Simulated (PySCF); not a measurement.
A GIAO shielding run with PySCF 2.14.0 with density-fitted response routines (density fitting, non-relativistic, gas phase) on `C1O[Si@@H](/C=C/OCC)SC1`, C6H12O2SSi:

```
$ OMP_NUM_THREADS=1 python probes_run.py task.json out

{"job": {"kind": "nmr", "xc": "PBE0", "basis": "pcSseg-1"}, "charge": 0, "multiplicity": 1}
C      4.434060    -0.484929     0.007679
C      3.051474     0.110324     0.216782
O      2.110076    -0.949430     0.200986
C      0.812692    -0.650280     0.366974
C      0.244250     0.539089     0.566363
Si    -1.581794     0.755963     0.820482
O     -2.414700    -0.641618     0.692971
C     -3.358295    -0.761639    -0.334173
C     -3.925219     0.599591    -0.707860
S     -2.546951     1.785315    -0.812728
H      5.180362     0.303898     0.017767
H      4.656546    -1.196927     0.797601
H      4.474890    -1.002637    -0.946421
H      2.999522     0.635855     1.179893
H      2.814387     0.825536    -0.582168
H      0.220136    -1.554380     0.321614
H      0.852686     1.427542     0.622362
H     -1.964257     1.385040     2.081439
H     -2.874415    -1.216635    -1.206372
H     -4.155196    -1.425015     0.016953
H     -4.429862     0.577366    -1.670505
H     -4.610804     0.957356     0.060271
```

Hardware: 1 thread of an Arm Neoverse N1, shared host. The job also computes population analyses, field gradients, ring-centre shieldings.

Problem. How large is the calculation?

Solution. 94 electrons, 244 basis functions and 1310 auxiliary functions.

Problem. How long does it take, and how much memory does it need?

Solution. 110 s of wall time, with 14 SCF cycles and 5 response iterations; peak memory 1.1 GiB. Times on a shared host scatter by some tens of per cent.
